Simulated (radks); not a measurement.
The numbers below are computed, except where a source is named.
The thulium ion Tm+, 68 electrons, occupied as [Kr] 4d10 4f13 5s1 5p6 6s2 (not the ground configuration). Level of theory: scalar-relativistic Kohn-Sham, BLYP, spin-polarised, spherical densities, finite nucleus; open shells are filled with parallel spins first (spin-orbit coupling, left out, can overturn this in heavy ions); Fermi nuclear charge, rms radius 5.2256 fm (a radial shooting solver on a logarithmic mesh with Libxc functionals).

Normalised radial functions P(r) = r R(r), r in bohr:

r	5s up
0.0009833	0.0510
0.001333	0.0645
0.001806	0.0808
0.002448	0.0998
0.003317	0.1209
0.004532	0.1428
0.006142	0.1610
0.008324	0.1702
0.01128	0.1619
0.01529	0.1252
0.02072	0.0510
0.02808	-0.0601
0.03806	-0.1847
0.05158	-0.2650
0.06991	-0.2210
0.09551	-0.0021
0.1294	0.2829
0.1754	0.3786
0.2377	0.0780
0.3222	-0.4187
0.4367	-0.5366
0.5918	0.0070
0.8021	0.7594
1.087	1.0747
1.473	0.8259
1.997	0.3900
2.728	0.1062
3.697	0.0161
5.01	0.0011
6.79	0.0000
9.202	0.0000

5s up: eigenvalue -66.468 eV, 4 radial nodes at r = 0.0241, 0.0957, 0.249, 0.590 bohr, <r> = 1.21 bohr, 90 % of the charge inside 1.75 bohr.
